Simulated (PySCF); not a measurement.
## Computed properties of C₅H₄F₂, SMILES C=C=C(F)/C=C\F

C₅H₄F₂, SMILES C=C=C(F)/C=C\F. The structure is a stationary point at PBE0-D3(BJ)/def2-SVP. The structure was generated by enumeration; whether it is a known compound was not checked. One conformer was computed; it need not be the lowest. All values are computed for the isolated molecule unless a solvent is named; none is compared with measurement here.

**Structure.** The optimised structure has Cs symmetry. All 27 harmonic modes at PBE0-D3(BJ)/def2-SVP (PySCF) are real, so it is a minimum. With heavy atoms numbered as in [CH2:1]=[C:2]=[C:3]([F:4])/[CH:5]=[CH:6]\[F:7], the shortest bond between them is C1–C2 at 1.305 Å and the longest C3–C5 at 1.455 Å.

**Vibrations.** The strongest infrared lines (harmonic, unscaled, degenerate partners summed) lie at 1216 cm⁻¹ (176 km/mol, C 65 %, F 20 %, H 14 %), 1768 cm⁻¹ (102 km/mol, C 94 %), 1483 cm⁻¹ (39 km/mol, C 60 %, H 39 %). The softest mode is at 37 cm⁻¹ and the zero-point energy is 47.0 kcal/mol.

**Electronic structure.** B3LYP/def2-TZVP (PySCF) places the frontier levels at -6.46 and -1.20 eV, a gap of 5.26 eV, and gives a dipole moment of 1.25 D and a mean polarisability of 64.9 bohr³. PBE/def2-TZVP (PySCF) at the same geometry gives -5.54 and -1.86 eV, so its gap is 1.58 eV narrower. An orbital gap is neither the optical nor the fundamental gap.

**Excitations.** TDDFT-B3LYP/def2-SVPD (PySCF) has S1 at 4.35 eV (285 nm, f = 0.000, dark); the most intense of the 10 singlets computed lies at 5.27 eV (f = 0.38). T1 (TDA) is at 3.09 eV. TDDFT-PBE/def2-SVPD (PySCF) puts S1 at 4.07 eV. No vertical singlet excitation falls in the visible range (under 3.1 eV).

**NMR.** GIAO shifts at B3LYP/pcSseg-1 (PySCF) (non-relativistic, atoms alike by connectivity averaged): ¹³C from 100.8 to 226.8 ppm against TMS; ¹H from 5.3 to 6.9 ppm against TMS; ¹⁹F from -167.1 to -112.8 ppm against CFCl3.

**Solvation.** SMD-PBE0/6-31G* (PySCF) gives 0.6 kcal/mol in water, -2.6 kcal/mol in toluene, -2.5 kcal/mol in n-hexane (1 M in both phases, gas-phase geometry).
